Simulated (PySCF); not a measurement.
Species: spiro[2.4]heptane, C7H12.
SMILES with atom numbers: `[CH2:1]1[CH2:2][CH2:3][C:4]2([CH2:5]1)[CH2:6][CH2:7]2` (hydrogens: H8, H9 on C1; H10, H11 on C2; H12, H13 on C3; H14, H15 on C5; H16, H17 on C6; H18, H19 on C7)

Method: PySCF, TDDFT B3LYP/def2-SVPD, vertical, gas phase, core orbitals frozen in the response. The structure is a single GFN2-xTB conformer in the gas phase; no vibrational or solvent corrections.

Relations used (vacuum, state to state): A = 0.6670 f ν̃² s⁻¹ (ν̃ in cm⁻¹); τ = 1/A; f = (2/3) ΔE |μ|² in atomic units; ∫σ dE = 109.76 f Mb·eV.

These lifetimes count emission to the ground state at the vertical energy alone; relaxation of the geometry and all other decay channels are left out.

Energies and rates of the computed singlets with f of 0.002 or more:

```json
{"state": "S1", "λ (nm)": "176.9", "A (s⁻¹)": "4.24×10⁷"}
{"state": "S2", "λ (nm)": "167.1", "A (s⁻¹)": "2.92×10⁷"}
{"state": "S6", "λ (nm)": "155.7", "A (s⁻¹)": "7.14×10⁷"}
{"state": "S7", "λ (nm)": "154.0", "A (s⁻¹)": "1.11×10⁸"}
```

Question: Go back from the rates to the oscillator strengths and transition dipoles.

Answer: f = A / (0.6670 ν̃²), and |μ| follows from f:

```tsv
state	f	|μ| (D)	τ	main configurations (H = HOMO, L = LUMO)
S1	0.020	0.87	24 ns	H→L (97%)
S2	0.012	0.66	34 ns	H→L+1 (96%)
S6	0.026	0.93	14 ns	H-1→L+1 (91%)
S7	0.040	1.14	9 ns	H-1→L+2 (98%)
```

Question: Suppose S1 emitted 0.3 eV lower with the same transition dipole. How would A change?

Answer: At fixed |μ|, A goes as the cube of the energy: (6.71/7.01)³ = 0.88, which makes τ about 27 ns.

Question: Which computed singlets stay under f = 0.002?

Answer: S3 (7.45 eV, f 0.0000), S4 (7.58 eV, f 0.0001), S5 (7.69 eV, f 0.0020) and S8 (8.22 eV, f 0.0006).

Question: How much energy does a mole of photons resonant with S7 carry?

Answer: 8.049 eV × 96.485 = 777 kJ/mol (186 kcal/mol).
